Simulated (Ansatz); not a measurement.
Species: CuF, charge -1, multiplicity 2. SMILES of the parent species: [F][Cu]

Atoms: Cu1, F2. Bonds: Cu1-F2.

Bond lengths (Å) and angles (degrees) optimised at HF/3-21G with Ansatz (an electronic-structure program); HF/6-31G* with LANL2DZ past Ar with Ansatz; PBE/6-31G* with LANL2DZ past Ar with Ansatz; B3LYP/LANL2DZ with Ansatz; B3LYP/6-31G* with LANL2DZ past Ar with Ansatz; MP2/6-31G* with LANL2DZ past Ar with Ansatz, each started from the B3LYP-D3(BJ)/def2-TZVP structure (Ansatz) of the last column. A row stands for all coordinates that are equal there. 6-31G* holds six Cartesian d functions.

```csv
coordinate,HF/3-21G,HF/6-31G* with LANL2DZ past Ar,PBE/6-31G* with LANL2DZ past Ar,B3LYP/LANL2DZ,B3LYP/6-31G* with LANL2DZ past Ar,MP2/6-31G* with LANL2DZ past Ar,B3LYP-D3(BJ)/def2-TZVP
Cu1-F2,1.758,1.796,1.809,1.872,1.810,1.764,1.873
```

Mean signed difference of all 1 bond lengths from B3LYP-D3(BJ)/def2-TZVP: HF/3-21G -0.115 Å, HF/6-31G* with LANL2DZ past Ar -0.077 Å, PBE/6-31G* with LANL2DZ past Ar -0.064 Å, B3LYP/LANL2DZ -0.001 Å, B3LYP/6-31G* with LANL2DZ past Ar -0.063 Å, MP2/6-31G* with LANL2DZ past Ar -0.110 Å.
